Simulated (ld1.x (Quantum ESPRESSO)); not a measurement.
## What one change does to a pseudopotential (technetium (Tc), PAW)

- Element: Tc
- Generator: ld1.x (Quantum ESPRESSO) 7.5
- Type: PAW
- Functional: LDA (PZ)
- Relativity: scalar-relativistic
- Frozen core: [Kr]
- Valence charge: 7
- Reference configuration: 4d5 5s2 5p0
- Partial waves: 5s (bound): rcut 2.40, rcutus 3.30 bohr; 5s channel at 3.9 Ry: rcut 2.40, rcutus 3.30 bohr; 5p (bound, empty): rcut 3.10, rcutus 3.90 bohr; 5p channel at 0.95 Ry: rcut 3.10, rcutus 3.90 bohr; 4d (bound): rcut 1.25, rcutus 1.60 bohr; 4d channel at 0.25 Ry: rcut 1.25, rcutus 1.60 bohr
- Local potential: all-electron potential smoothed inside 1.80 bohr (lloc = -2)
- Core correction: Bessel-smoothed model core inside 0.85 bohr
- Augmentation charge: PSQ, inside the norm-conserving radii

Change: local potential all-electron potential smoothed inside 2.34 bohr (lloc = -2).

Cutoffs: the cutoffs (Ry, on a coarse ladder) from which the occupation-weighted sum of valence levels, in a spherical-Bessel basis at the reference potential, stays within 10 and 1 mRy of its value at 400 Ry; they do not see the model core or the augmentation charge, which bear on the density cutoff. Errors are all-electron minus pseudo energies relative to the spin-unpolarised reference configuration.

Q: Predict the effect on cutoff, ghosts and configuration errors.

A: The potential gets neither clearly harder nor softer (40 Ry and 70 Ry → 40 Ry and 70 Ry); the bound ghost in s disappears; of the 9 tests that both files solve, the error grows in 0 and shrinks in 3 by more than 15 % and 0.3 meV (median size 18.1 → 11.5 meV). A state that the projectors do not describe sees the local part alone, so a deeper or shallower local part can create or remove a ghost. That the errors move this way runs against the usual rule that smaller radii transfer better.

| quantity | base | changed |
| --- | --- | --- |
| cutoff, loose | 40 Ry | 40 Ry |
| cutoff, tight | 70 Ry | 70 Ry |
| bound ghosts | s | none |
| error for 4d5 5s1 5p0, meV [ΔE 8.43 eV] | -1.4 | -0.8 |
| error for 4d5 5s0 5p0, meV [ΔE 23.63 eV] | -11 | -11 |
| error for 4d4 5s0 5p0, meV [ΔE 52.56 eV] | -198 | -198 |
| error for 4d5.5 5s1.5 5p0, meV [ΔE -0.60 eV] | -12 | -11 |
| error for 4d3 5s0 5p0, meV [ΔE 94.79 eV] | -898 | -899 |
| error for 4d4 5s2 5p0, meV [ΔE 11.80 eV] | -75 | -65 |
| error for 4d6 5s1 5p0, meV [ΔE -0.87 eV] | -39 | -38 |
| error for 4d5 5s2 5p0 (spin-polarised), meV [ΔE -3.49 eV] | -17 | -9.0 |
| error for 4d5 5s1 5p0 (spin-polarised), meV [ΔE 3.83 eV] | -18 | -12 |
| s: phases at 4.24 bohr within 0.05 rad from the reference energy up to (Ry; the scan ends near 5) | 1.0 | 0.9 |
| p: phases at 4.24 bohr within 0.05 rad from the reference energy up to (Ry; the scan ends near 5) | 1.6 | 1.6 |
| d: phases at 4.24 bohr within 0.05 rad from the reference energy up to (Ry; the scan ends near 5) | to the end of the scan | to the end of the scan |
| lowest overlap eigenvalue by channel | s 0.00, p 0.42, d 0.54 | s 0.04, p 0.52, d 0.98 |

 A true bound ghost makes a file unfit for plane-wave use even where its test errors are small: the radial tests pick states by their node count and pass the ghost by.
